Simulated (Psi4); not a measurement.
Job for Psi4: SAPT0/jun-cc-pV(D+d)Z on C2H2N2 (a complex), monomers drawn apart or pushed together.

```
memory 2025 MB

molecule dimer {
0 1
C    -0.43737409    0.42783225   -1.03061636
C    -0.04093733    0.04010681    0.03031240
H    -0.79032340    0.77302012   -1.97158665
H     0.30879242   -0.30193930    0.97438525
--
0 1
N     0.75966626   -0.74557494    6.67418825
N     0.83330547   -0.81651261    5.58843620
units angstrom
symmetry c1
no_reorient
no_com
}

set {
  basis jun-cc-pV(D+d)Z
  scf_type df
  freeze_core true
}

energy('sapt0')
```

Output:

```
[...]
==> Input File <==

--------------------------------------------------------------------------
memory 2025 MB

molecule dimer {
0 1
C    -0.43737409    0.42783225   -1.03061636
C    -0.04093733    0.04010681    0.03031240
H    -0.79032340    0.77302012   -1.97158665
H     0.30879242   -0.30193930    0.97438525
--
0 1
N     0.75966626   -0.74557494    6.67418825
N     0.83330547   -0.81651261    5.58843620
units angstrom
symmetry c1
no_reorient
no_com
}

set {
  basis jun-cc-pV(D+d)Z
  scf_type df
  freeze_core true
}

energy('sapt0')
--------------------------------------------------------------------------


   => Loading Basis Set <=

    Name: JUN-CC-PV(D+D)Z
    Role: ORBITAL
    Keyword: BASIS
    atoms 1-2 entry C          line   188 file jun-cc-pv_dpd_z.gbs
    atoms 3-4 entry H          line    60 file jun-cc-pv_dpd_z.gbs
    atoms 5-6 entry N          line   222 file jun-cc-pv_dpd_z.gbs

   => Loading Basis Set <=

    Name: JUN-CC-PV(D+D)Z
    Role: ORBITAL
    Keyword: BASIS
    atoms 1-2 entry C          line   188 file jun-cc-pv_dpd_z.gbs
    atoms 3-4 entry H          line    60 file jun-cc-pv_dpd_z.gbs
    atoms 5-6 entry N          line   222 file jun-cc-pv_dpd_z.gbs


  //>>>>>>>>>>>>>>>>>>>>>>>>>>>>>>>>>>>//
  //              Dimer HF             //
  //<<<<<<<<<<<<<<<<<<<<<<<<<<<<<<<<<<<//

   => Libint2 <=

    Primary   basis highest AM E, G, H:  7, 6, 3
    Auxiliary basis highest AM E, G, H:  7, 7, 4
    Onebody   basis highest AM E, G, H:  -, -, -
    Solid Harmonics ordering:            Gaussian


   => Loading Basis Set <=

    Name: JUN-CC-PV(D+D)Z
    Role: ORBITAL
    Keyword: BASIS
    atoms 1-2 entry C          line   188 file jun-cc-pv_dpd_z.gbs
    atoms 3-4 entry H          line    60 file jun-cc-pv_dpd_z.gbs
    atoms 5-6 entry N          line   222 file jun-cc-pv_dpd_z.gbs


         ---------------------------------------------------------
                                   SCF
               by Justin Turney, Rob Parrish, Andy Simmonett
                          and Daniel G. A. Smith
                              RHF Reference
                        1 Threads,   1931 MiB Core
         ---------------------------------------------------------

  ==> Geometry <==

    Molecular point group: c1
    Full point group: C1

    Geometry (in Angstrom), charge = 0, multiplicity = 1:

       Center              X                  Y                   Z               Mass
    ------------   -----------------  -----------------  -----------------  -----------------
         C           -0.437374090000     0.427832250000    -1.030616360000    12.000000000000
         C           -0.040937330000     0.040106810000     0.030312400000    12.000000000000
         H           -0.790323400000     0.773020120000    -1.971586650000     1.007825032230
         H            0.308792420000    -0.301939300000     0.974385250000     1.007825032230
         N            0.759666260000    -0.745574940000     6.674188250000    14.003074004430
         N            0.833305470000    -0.816512610000     5.588436200000    14.003074004430

  Running in c1 symmetry.

  Rotational constants: A =      5.06473  B =      0.01510  C =      0.01506 [cm^-1]
  Rotational constants: A = 151836.66893  B =    452.74007  C =    451.39413 [MHz]
  Nuclear repulsion =   64.222034900101775

  Charge       = 0
  Multiplicity = 1
  Electrons    = 28
  Nalpha       = 14
  Nbeta        = 14

  ==> Algorithm <==

  SCF Algorithm Type is DF.
  DIIS enabled.
  MOM disabled.
  Fractional occupation disabled.
  Guess Type is SAD.
  Energy threshold   = 1.00e-08
  Density threshold  = 1.00e-08
  Integral threshold = 1.00e-12

  ==> Primary Basis <==

  Basis Set: JUN-CC-PV(D+D)Z
    Blend: JUN-CC-PV(D+D)Z
    Number of shells: 38
    Number of basis functions: 82
    Number of Cartesian functions: 86
    Spherical Harmonics?: true
    Max angular momentum: 2

   => Loading Basis Set <=

    Name: (JUN-CC-PV(D+D)Z AUX)
    Role: JKFIT
    Keyword: DF_BASIS_SCF
    atoms 1-2 entry C          line   146 file jun-cc-pvdz-jkfit.gbs
    atoms 3-4 entry H          line    70 file jun-cc-pvdz-jkfit.gbs
    atoms 5-6 entry N          line   202 file jun-cc-pvdz-jkfit.gbs

  ==> Integral Setup <==

  DFHelper Memory: AOs need 0.017 GiB; user supplied 1.414 GiB.
  SCF_SUBTYPE=INCORE selected. In-core MEM_DF algorithm will be used.
  Using in-core AOs.

  ==> MemDFJK: Density-Fitted J/K Matrices <==

    J tasked:                   Yes
    K tasked:                   Yes
    wK tasked:                   No
    OpenMP threads:               1
    Algorithm:                 Core
    Schwarz Cutoff:           1E-12
    Mask sparsity (%):      19.1553
    Fitting Condition:        1E-10

   => Auxiliary Basis Set <=

  Basis Set: (JUN-CC-PV(D+D)Z AUX)
    Blend: JUN-CC-PVDZ-JKFIT
    Number of shells: 126
    Number of basis functions: 362
    Number of Cartesian functions: 414
    Spherical Harmonics?: true
    Max angular momentum: 3


[...]
A      3.017368
      71A      3.018119    72A      3.080040    73A      3.080257
      74A      3.175959    75A      3.347125    76A      3.847974
      77A      3.848152    78A      4.486862    79A      5.249079
      80A      6.119597    81A     18.505003    82A     18.573262

    Final Occupation by Irrep:
              A
    DOCC [     7 ]
    NA   [     7 ]
    NB   [     7 ]

  @DF-RHF Final Energy:  -108.95942445779141

   => Energetics <=

    Nuclear Repulsion Energy =             23.7765719509543167
    One-Electron Energy =                -194.4154044509084258
    Two-Electron Energy =                  61.6794080421626987
    Total Energy =                       -108.9594244577914139

Computation Completed


Properties will be evaluated at   0.000000,   0.000000,   0.000000 [a0]

Properties computed using the SCF density matrix


 Multipole Moments:

 ------------------------------------------------------------------------------------
     Multipole            Electronic (a.u.)      Nuclear  (a.u.)        Total (a.u.)
 ------------------------------------------------------------------------------------

 L = 1.  Multiply by 2.5417464519 to convert [e a0] to [Debye]
 Dipole X            :        -21.0719517           21.0719621            0.0000104
 Dipole Y            :         20.6634132          -20.6634236           -0.0000104
 Dipole Z            :       -162.2106708          162.2110125            0.0003418
 Magnitude           :                                                    0.0003421

 ------------------------------------------------------------------------------------

  Constructing Basis Sets for SAPT...

   => Loading Basis Set <=

    Name: (JUN-CC-PV(D+D)Z AUX)
    Role: RIFIT
    Keyword: DF_BASIS_SAPT
    atoms 1-2 entry C          line   100 file jun-cc-pvdz-ri.gbs
    atoms 3-4 entry H          line    30 file jun-cc-pvdz-ri.gbs
    atoms 5-6 entry N          line   144 file jun-cc-pvdz-ri.gbs

   => Loading Basis Set <=

    Name: (JUN-CC-PV(D+D)Z AUX)
    Role: JKFIT
    Keyword: DF_BASIS_ELST
    atoms 1-2 entry C          line   146 file jun-cc-pvdz-jkfit.gbs
    atoms 3-4 entry H          line    70 file jun-cc-pvdz-jkfit.gbs
    atoms 5-6 entry N          line   202 file jun-cc-pvdz-jkfit.gbs


  //>>>>>>>>>>>>>>>>>>>>>>>>>>>>>>>>>>>//
  //               SAPT0               //
  //<<<<<<<<<<<<<<<<<<<<<<<<<<<<<<<<<<<//



        SAPT0
    Ed Hohenstein
     6 June 2009

      Orbital Information
  --------------------------
    NSO        =        82
    NMO        =        82
    NRI        =       288
    NRI (Elst) =       362
    NOCC A     =         7
    NOCC B     =         7
    FOCC A     =         2
    FOCC B     =         2
    NVIR A     =        75
    NVIR B     =        75

    Elst10,r            =    -0.000118099617 [Eh]
    Exch10              =     0.000000406816 [Eh]
    Exch10 (S^2)        =     0.000000406816 [Eh]

    Maxiter = 50
    CPHF R converge = 1.000000E-08

    Iter     Energy [mEh]          dE [mEh]         Residual      Time [s]
       1      -0.00030367       0.000303672     1.875968e-04             0
       2      -0.00030207      -0.000001603     5.462736e-05             0
       3      -0.00034965       0.000047581     8.400364e-06             0
       4      -0.00034927      -0.000000383     2.136339e-06             0
       5      -0.00034879      -0.000000481     3.445677e-07             0
       6      -0.00034885       0.000000061     5.264835e-08             0
       7      -0.00034884      -0.000000006     1.201848e-08             0
       8      -0.00034884       0.000000001     6.076333e-09             0

    CHF Iterations converged

    Maxiter = 50
    CPHF R converge = 1.000000E-08

    Iter     Energy [mEh]          dE [mEh]         Residual      Time [s]
       1      -0.00353235       0.003532354     1.052745e-03             0
       2      -0.00300350      -0.000528856     1.795837e-04             0
       3      -0.00348591       0.000482415     2.522724e-05             0
       4      -0.00347433      -0.000011585     6.377264e-06             0
       5      -0.00347297      -0.000001356     1.859951e-06             0
       6      -0.00347377       0.000000800     4.318344e-07             0
       7      -0.00347368      -0.000000090     1.535485e-07             0
       8      -0.00347368       0.000000004     3.259940e-08             0
       9      -0.00347369       0.000000005     1.021496e-08             0
      10      -0.00347369      -0.000000002     5.821600e-09             0

    CHF Iterations converged

    Ind20,r (A<-B)      =    -0.000000348841 [Eh]
    Ind20,r (B<-A)      =    -0.000003473687 [Eh]
    Ind20,r             =    -0.000003822529 [Eh]
    Exch-Ind20,r (A<-B) =     0.000000009238 [Eh]
    Exch-Ind20,r (B<-A) =     0.000000018362 [Eh]
    Exch-Ind20,r        =     0.000000027600 [Eh]
    Disp20              =    -0.000063200028 [Eh]
    Disp20 (SS)         =    -0.000031600014 [Eh]
    Disp20 (OS)         =    -0.000031600014 [Eh]
    Exch-Disp20         =     0.000000033495 [Eh]
    Exch-Disp20 (SS)    =     0.000000023320 [Eh]
    Exch-Disp20 (OS)    =     0.000000010175 [Eh]

    SAPT Results
  --------------------------------------------------------------------------------------------------------
    Electrostatics                 -0.11809962 [mEh]      -0.07410863 [kcal/mol]      -0.31007050 [kJ/mol]
      Elst10,r                     -0.11809962 [mEh]      -0.07410863 [kcal/mol]      -0.31007050 [kJ/mol]

    Exchange                        0.00040682 [mEh]       0.00025528 [kcal/mol]       0.00106809 [kJ/mol]
      Exch10                        0.00040682 [mEh]       0.00025528 [kcal/mol]       0.00106809 [kJ/mol]
      Exch10(S^2)                   0.00040682 [mEh]       0.00025528 [kcal/mol]       0.00106809 [kJ/mol]

    Induction                      -0.00387687 [mEh]      -0.00243277 [kcal/mol]      -0.01017873 [kJ/mol]
      Ind20,r                      -0.00382253 [mEh]      -0.00239867 [kcal/mol]      -0.01003605 [kJ/mol]
      Exch-Ind20,r                  0.00002760 [mEh]       0.00001732 [kcal/mol]       0.00007246 [kJ/mol]
      delta HF,r (2)               -0.00008194 [mEh]      -0.00005142 [kcal/mol]      -0.00021514 [kJ/mol]

    Dispersion                     -0.06316653 [mEh]      -0.03963760 [kcal/mol]      -0.16584371 [kJ/mol]
      Disp20                       -0.06320003 [mEh]      -0.03965862 [kcal/mol]      -0.16593165 [kJ/mol]
      Exch-Disp20                   0.00003350 [mEh]       0.00002102 [kcal/mol]       0.00008794 [kJ/mol]
      Disp20 (SS)                  -0.03160001 [mEh]      -0.01982931 [kcal/mol]      -0.08296583 [kJ/mol]
      Disp20 (OS)                  -0.03160001 [mEh]      -0.01982931 [kcal/mol]      -0.08296583 [kJ/mol]
      Exch-Disp20 (SS)              0.00002332 [mEh]       0.00001463 [kcal/mol]       0.00006123 [kJ/mol]
      Exch-Disp20 (OS)              0.00001017 [mEh]       0.00000638 [kcal/mol]       0.00002671 [kJ/mol]

  Total HF                         -0.12156967 [mEh]      -0.07628612 [kcal/mol]      -0.31918114 [kJ/mol]
  Total SAPT0                      -0.18473621 [mEh]      -0.11592372 [kcal/mol]      -0.48502485 [kJ/mol]

  Special recipe for scaled SAPT0 (see Manual):
    Electrostatics sSAPT0          -0.11809962 [mEh]      -0.07410863 [kcal/mol]      -0.31007050 [kJ/mol]
    Exchange sSAPT0                 0.00040682 [mEh]       0.00025528 [kcal/mol]       0.00106809 [kJ/mol]
    Induction sSAPT0               -0.00387687 [mEh]      -0.00243277 [kcal/mol]      -0.01017873 [kJ/mol]
    Dispersion sSAPT0              -0.06316653 [mEh]      -0.03963760 [kcal/mol]      -0.16584371 [kJ/mol]
  Total sSAPT0                     -0.18473621 [mEh]      -0.11592372 [kcal/mol]      -0.48502485 [kJ/mol]
  --------------------------------------------------------------------------------------------------------



*** Psi4 exiting successfully. Buy a developer a beer!
```

The run finished.

Cost: around 5 core-seconds (rough).
